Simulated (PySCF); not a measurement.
# Structure elucidation problem

An unknown has the formula C7H6N2O. Its calculated NMR data are:

$^{1}$H NMR (300 MHz, computed): δ 8.09 (s, 1H), 1.92 (m, 1H), 1.36 (m, 2H), 0.57 (m, 2H).

$^{13}$C{$^{1}$H} NMR (computed): δ 158.2 (CH), 144.7 (C), 140.9 (C), 116.1 (C), 17.4 (CH2, 2C), 7.0 (CH).

Computed data (PySCF 2.14): structure optimised with GFN2-xTB, PBE0/pcSseg-1 with gauge-including orbitals. One averaged value for each set of equivalent atoms, non-relativistic, a single conformation, no solvent model.

Referencing at the same level of theory: $^{1}$H (31.72 ppm) and $^{13}$C (186.93 ppm) vs TMS.

Choose the structure that fits.
A. N#C[C@@]12CCC[C@]1(C#N)O2
B. N#Cc1nocc1C1CC1
C. Nc1coc2cnccc12

Answers

B. 

The formula gives 6 degrees of unsaturation (2 rings in the answer). 6 carbon signals for 7 carbons: some carbons are equivalent by symmetry or fast rotation. Carbon types of the structure: 3 × C, 2 × CH, 2 × CH2, which accounts for all hydrogens. δC 158.2: aromatic CH next to the ring oxygen. δC 144.7: substituted aromatic carbon next to a ring nitrogen. δC 140.9: substituted aromatic carbon. δC 116.1: nitrile carbon; C≡N carbons fall here, among the sp2 signals but without a proton. δC 17.4, 7.0: three-membered-ring carbon; carbons of three-membered rings are unusually shielded.

The others: Nc1coc2cnccc12 would give 7 carbon signals, not 6; N#C[C@@]12CCC[C@]1(C#N)O2 would give 4 carbon signals, not 6.

Shifts are as computed. Against solution values, carbons near 30 ppm lie about +3 ppm off and those near 130 ppm about +5 ppm. Of 1211 compounds with measured shifts, 218 miss one by over three times the rms of a fit or turn the order of signals round; such compounds aren't used in these exercises. Multiplicities follow the n + 1 count of equivalent neighbours, as no J values were calculated; m marks all less simple cases, F and P coupling included.
